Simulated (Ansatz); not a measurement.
Ideal-gas functions of Br3ClHf (`[Cl][Hf]([Br])([Br])[Br]`) at 400 K and 1 bar, from an Ansatz frequency run at PBE0-D4/def2-TZVP.

Molar mass 453.66 g/mol, point group C3v (symmetry number 3), electronic degeneracy 1, moments of inertia 972.313, 972.662, 1302.072 u Å². Harmonic wavenumbers (cm⁻¹, unscaled): 64, 64, 71, 87, 87, 244, 276, 276, 393.

Use S(trans) = R[1.5 ln M + 2.5 ln T − 1.1517]; rotational temperatures θ = 24.2544 K / I; S(rot) = R[ln(√π/σ · √(T³/θAθBθC)) + 1.5]; for each mode x = 1.438777 ν̃/T, S = R[x/(eˣ − 1) − ln(1 − e⁻ˣ)] and H = RT x/(eˣ − 1); 1 cm⁻¹ = 0.0119627 kJ/mol; R = 8.31446 J/(mol·K).

Question: By hand: the entropy, in J/(mol·K).

Answer: Translation 191.3. Rotation: θ = 0.0249, 0.0249, 0.0186 K, giving 130.1. Vibration, mode by mode: 20.54, 20.54, 19.69, 18.01, 18.01, 9.66, 8.71, 8.71, 6.10, in all 130.0. Electronic 0.0. Sum 451.4 J/(mol·K).

Question: By hand: H − E and G − E in kJ/mol, counted from the electronic energy.

Answer: Zero-point energy ½ × 1562 × 0.0119627 = 9.3; thermal vibration 22.0; translation, rotation and pV give 4 RT = 13.3. H − E = 44.6 kJ/mol, and G − E = 44.6 − 400 × 451.4/1000 = -136.0 kJ/mol.

Vibration gives 29 % of the entropy, 96.8 J/(mol·K) of it from the modes under 150 cm⁻¹: soft modes count most, and the harmonic formula is weakest for them.
